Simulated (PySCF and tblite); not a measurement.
The numbers below are computed, except where a source is named.
C₂H₈O₂SeSi₂, numbered as in [CH3:1][Si@@H:2]1[O:3][CH2:4][O:5][SiH2:6][Se:7]1.

The ensemble was built from 200 distance-geometry starts (ETKDG and KDG, UFF, GFN2-xTB) and rests on GFN2-xTB geometries. Energies: PBE0-D3(BJ)/pcSseg-1, with GFN2-xTB thermal terms (modes under about 100 cm⁻¹ blended into free rotors). Symmetry numbers and mirror images are counted. Conformers within 2.5 kcal/mol (GFN2-xTB free energy) were kept, 4 at most. GIAO shieldings: PBE0/pcSseg-1. Shifts are against TMS (¹H), TMS (¹³C), TMS (²⁹Si), Me2Se (⁷⁷Se) at the same level; of two unlike H on one atom, a is the less shielded. Run with PySCF (density fitting) and tblite.

Problem. List the conformer-averaged shifts at 298.15 K.

Solution. ¹H: 6.22 (H2, 1H), 5.87 (H6a, 1H), 5.87 (H6b, 1H), 5.64 (H4a, 1H), 5.62 (H4b, 1H), 0.50 (H1, 3H) ppm. ¹³C: 88.5 (C4), 4.8 (C1) ppm. ²⁹Si: -2.0 (Si2), -18.2 (Si6) ppm. ⁷⁷Se: -483.0 (Se7) ppm.

Problem. How do the conformers differ?

Solution. The 6-ring runs over atoms 2–3–4–5–6–7.
```json
{"conformer": "1", "shape": "6-ring between boat and twist-boat (ring torsions 30, 44, -60, 14, 27, -61°)", "weight %": "58.4"}
{"conformer": "2", "shape": "6-ring chair (all substituents equatorial)", "weight %": "41.6"}
```

```json
{"signal": "H1", "1": "0.48", "2": "0.53", "average": "0.50"}
{"signal": "H2", "1": "6.23", "2": "6.20", "average": "6.22"}
{"signal": "H4a", "1": "5.65", "2": "5.63", "average": "5.64"}
{"signal": "H4b", "1": "5.71", "2": "5.49", "average": "5.62"}
{"signal": "H6a", "1": "6.11", "2": "5.53", "average": "5.87"}
{"signal": "H6b", "1": "5.63", "2": "6.20", "average": "5.87"}
{"signal": "C1", "1": "4.9", "2": "4.7", "average": "4.8"}
{"signal": "C4", "1": "88.9", "2": "87.8", "average": "88.5"}
{"signal": "Si2", "1": "-1.8", "2": "-2.1", "average": "-2.0"}
{"signal": "Si6", "1": "-16.2", "2": "-21.0", "average": "-18.2"}
{"signal": "Se7", "1": "-466.0", "2": "-507.0", "average": "-483.0"}
```

Problem. Which signal moves most, for its nucleus, between 250 and 350 K through the change of populations alone?

Solution. Se7: -482.6 ppm at 250 K, -483.0 ppm at 298.15 K, -483.4 ppm at 350 K.

Spin–orbit effects of the heavy atoms on shieldings are missing. Unscaled ²⁹Si shifts at such levels can be off by tens of ppm; differences between conformers or isomers are more reliable. Shifts are unscaled: against experiment ¹³C can be off by 15 ppm or more and ¹H by 0.8 ppm.


Conformer gaps in pcSseg-1 on xTB geometries can be 2 kcal/mol off for S=O, P=O and other polar bonds.